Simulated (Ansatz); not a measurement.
Species: C$_{2}$H$_{6}$GeO$_{3}$, SMILES `C=[CH][Ge]([OH])([OH])[OH]` (charge 0, multiplicity 1).

Task: Give a relaxed geometry from Ansatz (an electronic-structure program) with B3LYP-D3(BJ)/def2-SVP.

Result: Several could match; the one computed here: the end point of this relaxation, one of several conformers (outside a Z-matrix the atoms follow the SMILES, hydrogens last).
Cartesian coordinates (Å) in one orientation:
```xyz
12

C      1.948    -0.824    -0.490
C      1.237    -0.186     0.447
Ge    -0.631     0.199     0.191
O     -1.700    -0.635     1.335
O     -1.008    -0.315    -1.471
O     -1.083     1.907     0.442
H      3.013    -1.046    -0.355
H      1.488    -1.152    -1.427
H      1.710     0.134     1.382
H     -2.319    -0.011     1.740
H     -1.937    -0.567    -1.564
H     -0.716     2.497    -0.230
```
